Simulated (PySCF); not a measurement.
Charge on either side of a bond

Compound: C4H6F3 (charge +1).
Atom-mapped SMILES: `[CH3:1][C+:2]([CH2:3][F:4])[CH:5]([F:6])[F:7]` (hydrogens: H8, H9, H10 on C1; H11, H12 on C3; H13 on C5)

Geometry (GFN2-xTB, Å), atoms numbered from 1 in this order:
```
atom  x, y, z in Å
C1     1.2748   -0.6824    0.3094
C2     0.0786    0.0362    0.0169
C3     0.0532    1.4199   -0.4200
F4    -1.1816    1.9480   -0.4941
C5    -1.2520   -0.6718    0.1482
F6    -1.9239   -0.6303   -1.0087
F7    -1.0738   -1.9549    0.4879
H8     1.2234   -1.1225    1.3206
H9     2.1948   -0.1163    0.1837
H10    1.2897   -1.6212   -0.2760
H11    0.6737    2.0788    0.2174
H12    0.5127    1.4946   -1.4313
H13   -1.8740   -0.1777    0.9283
```

Atomic charges (e) from the PBE0/pcSseg-1 density (PySCF):

```csv
atom,Mulliken,IAO,Hirshfeld,ESP-fitted
C1,-0.1528,-0.4436,-0.0573,-0.4939
C2,-0.3569,+0.3066,+0.2276,+0.3085
C3,+0.2867,+0.0265,+0.0760,+0.0090
F4,-0.2540,-0.2610,-0.0465,-0.1649
C5,+0.6320,+0.4428,+0.1791,+0.4071
F6,-0.2318,-0.2413,-0.0451,-0.1491
F7,-0.2471,-0.2619,-0.0445,-0.1904
H8,+0.2433,+0.2658,+0.1311,+0.2573
H9,+0.1950,+0.2060,+0.1006,+0.2020
H10,+0.2455,+0.2624,+0.1284,+0.2752
H11,+0.2198,+0.2354,+0.1221,+0.1963
H12,+0.2366,+0.2520,+0.1314,+0.2125
H13,+0.1838,+0.2104,+0.0972,+0.1305
```

Q: Cut each of the bonds C1–C2, C3–C2 and C5–C2 in turn and sum the charges on the side of the atom named first.

A: In e; the other side holds the total charge, +1, less this:

```json
{"bond cut": "C1–C2", "piece": "CH3", "atoms": "4", "Mulliken": "+0.531", "IAO": "+0.291", "Hirshfeld": "+0.303", "ESP-fitted": "+0.241"}
{"bond cut": "C3–C2", "piece": "CH2F", "atoms": "4", "Mulliken": "+0.489", "IAO": "+0.253", "Hirshfeld": "+0.283", "ESP-fitted": "+0.253"}
{"bond cut": "C5–C2", "piece": "CHF2", "atoms": "4", "Mulliken": "+0.337", "IAO": "+0.150", "Hirshfeld": "+0.187", "ESP-fitted": "+0.198"}
```

Extremes among these pieces. Mulliken: lowest CHF2 at C5, highest CH3 at C1; IAO: lowest CHF2 at C5, highest CH3 at C1; Hirshfeld: lowest CHF2 at C5, highest CH3 at C1; ESP-fitted: lowest CHF2 at C5, highest CH2F at C3.

Q: Do the schemes agree better on the pieces than on the single atoms at the cuts?

A: The spread between schemes averages 0.238 e for the pieces and 0.389 e for the atoms named first; it is smaller for the piece at 3 of the 3 cuts. On average they agree better on the pieces.

One conformer (not necessarily the lowest) at the GFN2-xTB geometry, without solvent, vibrations or thermal averaging.
